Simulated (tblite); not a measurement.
Q: Write Cartesian coordinates for `C=Cn1ccnn1` as optimised with GFN2-xTB.

A: 
```
atom  x, y, z in Å
C1    -2.2742    0.2538   -0.0771
C2    -1.2033   -0.4922    0.1387
N3     0.0924   -0.0076   -0.0002
C4     1.2547   -0.6838    0.1970
C5     2.2334    0.2397   -0.0707
N6     1.6304    1.3999   -0.4068
N7     0.3673    1.2487   -0.3636
H8    -2.1730    1.2829   -0.3735
H9    -3.2640   -0.1464    0.0389
H10   -1.2489   -1.5301    0.4391
H11    1.2880   -1.7108    0.4940
H12    3.2985    0.1451   -0.0419
```

Orientation and origin are arbitrary. Atoms count from 1 in this order. N6 (pyridine-type nitrogen) is bent (angle 109.4°). The N–N distances run from 1.273 Å (N6–N7, aromatic) to 1.336 Å (N3–N7, aromatic), a spread of 0.063 Å. Of the pairs four or more bonds apart, N7···H8 is among the closest relative to their van der Waals radii: 2.54 Å, 92 % of the sum of Bondi's values. The 7 heavy atoms lie in one plane (0.000 Å rms).

Bonds between heavy atoms (Å): C1=C2 1.323, C2–N3 1.390, N3–C4 1.359, C4–C5 1.372, C5–N6 1.350, N6–N7 1.273, N3–N7 1.336.

Computed geometry: GFN2-xTB, gas phase.

Point group: Cs (tolerance 0.08 Å). Its GFN2-xTB frequencies are all real (lowest 97 cm⁻¹). One conformer, not necessarily the lowest (C1–C2–N3–C4 180°).
